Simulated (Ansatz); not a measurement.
Input and output for C₆H₁₅ClHfO₃, SMILES `CC[O][Hf]([Cl])([O]CC)[O]CC`.

```yaml
crystal:
  periodic: [false, false, false]
  atoms:
    - {symbol: C, position_ang: [0.822220, 2.460972, 1.972834]}
    - {symbol: C, position_ang: [0.717382, 2.675471, 0.402738]}
    - {symbol: O, position_ang: [-0.176965, 1.697362, -0.216398]}
    - {symbol: Hf, position_ang: [-1.321159, 0.193868, -0.887392]}
    - {symbol: Cl, position_ang: [-3.432546, 1.133395, -1.859632]}
    - {symbol: O, position_ang: [-0.316936, -0.819540, -2.300007]}
    - {symbol: C, position_ang: [0.625594, -1.449442, -3.224253]}
    - {symbol: C, position_ang: [2.027498, -0.702302, -3.229743]}
    - {symbol: O, position_ang: [-1.770061, -1.035675, 0.633810]}
    - {symbol: C, position_ang: [-1.919659, -1.911368, 1.795762]}
    - {symbol: C, position_ang: [-1.022565, -1.425540, 3.013336]}
    - {symbol: H, position_ang: [1.524025, 3.240809, 2.437804]}
    - {symbol: H, position_ang: [1.232253, 1.417140, 2.213593]}
    - {symbol: H, position_ang: [-0.208968, 2.565092, 2.463992]}
    - {symbol: H, position_ang: [1.759886, 2.589392, -0.080250]}
    - {symbol: H, position_ang: [0.323464, 3.732825, 0.172909]}
    - {symbol: H, position_ang: [0.168078, -1.440538, -4.281037]}
    - {symbol: H, position_ang: [0.765199, -2.553107, -2.924746]}
    - {symbol: H, position_ang: [1.899798, 0.393185, -3.544590]}
    - {symbol: H, position_ang: [2.749306, -1.207867, -3.964835]}
    - {symbol: H, position_ang: [2.502421, -0.724637, -2.185555]}
    - {symbol: H, position_ang: [-1.633540, -2.986567, 1.496564]}
    - {symbol: H, position_ang: [-3.029142, -1.929118, 2.104176]}
    - {symbol: H, position_ang: [-1.310622, -0.361066, 3.328578]}
    - {symbol: H, position_ang: [0.087990, -1.428290, 2.724986]}
    - {symbol: H, position_ang: [-1.161755, -2.120255, 3.916042]}
basis:
  gaussian: {orbitals: def2-SVP, final_grid: {core_spheres: 20, valence_spheres: 16, degree: 47}}
hamiltonian: {xc: {name: PBE0-DH}}
scf: {lower_state_search: off}
output: {forces: true}
```

```sh
$ ansatz run in.yaml --threads 11 --pin off --events-out ev --progress --plain --max-ram 174080MiB --backend cpu
```

Output, abridged:

```
Functional definition: PBE0-DH
2531 factors; integrals over basis functions are off by at most 1.3e-3 eV
mean field evaluation 1: about -26387.1089 eV, gradient 7.7e1 eV
mean field evaluation 2: about -26388.0582 eV, gradient 7.7e1 eV
mean field evaluation 4: about -26400.0989 eV, gradient 1.4e1 eV
mean field evaluation 8: about -26400.6183 eV, gradient 1.1e0 eV
mean field evaluation 16: about -26400.6207 eV, gradient 4.6e-4 eV
mean field -26400.62072756 eV, -970.2049167542 hartree, gradient 2.7e-6 eV, S^2 0.000000; 0 other end points of the search recorded, 0 dependent functions left out
14 core orbitals not correlated: weight in the atoms' cores, before any rotation towards them, 1.000 or more for the frozen orbitals, at most 0.000 for the correlated occupied ones
reference -26400.62076918 eV, -970.2049182838 hartree; 38, 38 occupied and 199, 199 virtual orbitals, 2531 factors
second order -60.45349705 eV of doubles, -0.00000000 eV of singles
Total energy: -26408.17745631 eV, -970.4826214138 hartree
Atom 0 at     0.822220     2.460972     1.972834 Å, force    -0.103325    -0.035560    -0.392064 eV/Å
Atom 1 at     0.717382     2.675471     0.402738 Å, force    -0.397924    -0.497163     0.015865 eV/Å
Atom 2 at    -0.176965     1.697362    -0.216398 Å, force     0.154556    -0.082065     0.304975 eV/Å
Atom 3 at    -1.321159     0.193868    -0.887392 Å, force     0.951036    -0.377518     0.439572 eV/Å
Atom 4 at    -3.432546     1.133395    -1.859632 Å, force     1.310365    -0.581919     0.603755 eV/Å
Atom 5 at    -0.316936    -0.819540    -2.300007 Å, force     0.437804     0.139112     0.063516 eV/Å
Atom 6 at     0.625594    -1.449442    -3.224253 Å, force    -0.163079     0.448338     0.433483 eV/Å
Atom 7 at     2.027498    -0.702302    -3.229743 Å, force    -0.383384    -0.107726     0.080795 eV/Å
Atom 8 at    -1.770061    -1.035675     0.633810 Å, force     0.265843    -0.025795     0.226446 eV/Å
Atom 9 at    -1.919659    -1.911368     1.795762 Å, force     0.244495     0.502000    -0.309459 eV/Å
Atom 10 at    -1.022565    -1.425540     3.013336 Å, force    -0.178634    -0.031649    -0.365604 eV/Å
Atom 11 at     1.524025     3.240809     2.437804 Å, force    -0.933880    -1.023907    -0.682763 eV/Å
Atom 12 at     1.232253     1.417140     2.213593 Å, force    -0.554968     1.405546    -0.370558 eV/Å
Atom 13 at    -0.208968     2.565092     2.463992 Å, force     1.379176    -0.135549    -0.709509 eV/Å
Atom 14 at     1.759886     2.589392    -0.080250 Å, force    -1.471690     0.023401     0.655430 eV/Å
Atom 15 at     0.323464     3.732825     0.172909 Å, force     0.453441    -1.517761     0.312120 eV/Å
Atom 16 at     0.168078    -1.440538    -4.281037 Å, force     0.582909     0.073355     1.505441 eV/Å
Atom 17 at     0.765199    -2.553107    -2.924746 Å, force    -0.216309     1.565573    -0.320764 eV/Å
Atom 18 at     1.899798     0.393185    -3.544590 Å, force     0.127571    -1.493537     0.424563 eV/Å
Atom 19 at     2.749306    -1.207867    -3.964835 Å, force    -1.015284     0.638461     0.974106 eV/Å
Atom 20 at     2.502421    -0.724637    -2.185555 Å, force    -0.680485     0.008431    -1.401784 eV/Å
Atom 21 at    -1.633540    -2.986567     1.496564 Å, force    -0.337256     1.539153     0.349307 eV/Å
Atom 22 at    -3.029142    -1.929118     2.104176 Å, force     1.542205     0.120995    -0.474015 eV/Å
Atom 23 at    -1.310622    -0.361066     3.328578 Å, force     0.360647    -1.444838    -0.464067 eV/Å
Atom 24 at     0.087990    -1.428290     2.724986 Å, force    -1.519924    -0.008964     0.348156 eV/Å
Atom 25 at    -1.161755    -2.120255     3.916042 Å, force     0.146091     0.899586    -1.246943 eV/Å
Dipole moment:     0.790593    -0.264296     0.411463 e Å
Checks for a lower state left out: starts, cluster_reference, orbital_swaps, neighbouring_geometries, increment
```

It took 18 s on 11 threads of an AMD EPYC 7R13 on a shared host, with 1.8 GiB of host memory at the peak.
